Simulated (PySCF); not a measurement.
Ti(Cl)3(OH) cation (Cl₃HOTi), SMILES [OH][Ti]([Cl])([Cl])[Cl] (connectivity only; charge and spin as stated), charge +1, multiplicity 2.

Geometry optimised at PBE0-D3(BJ)/def2-SVP. A frequency run showed that this geometry is not a minimum. The multiplicity is an assumed one; no other spin state was optimised. The isomer is the one that the SMILES or the coordinates give; other isomers of the formula were not compared. The values are those of a single conformer.

Two levels are set side by side: PBE/def2-TZVP (PySCF) and CAM-B3LYP/def2-TZVP (PySCF). Same geometry, gas phase. Differences are taken from unrounded values.

```tsv
quantity	PBE
α-spin orbital gap (eV)	4.00
β-spin orbital gap (eV)	0.14
mean polarisability (bohr³)	93.0
```

Problem. These are the PBE values. What does CAM-B3LYP give? (An estimate is asked for; the answer gives what the named calculation found.)

Solution. 
```tsv
quantity	CAM-B3LYP	PBE minus CAM-B3LYP
α-spin orbital gap (eV)	8.97	-4.97
β-spin orbital gap (eV)	3.84	-3.70
mean polarisability (bohr³)	135.7	-42.7
```

Rough cost on one machine, each run with all the roots and properties that it gave: CAM-B3LYP against PBE within a factor of 2.
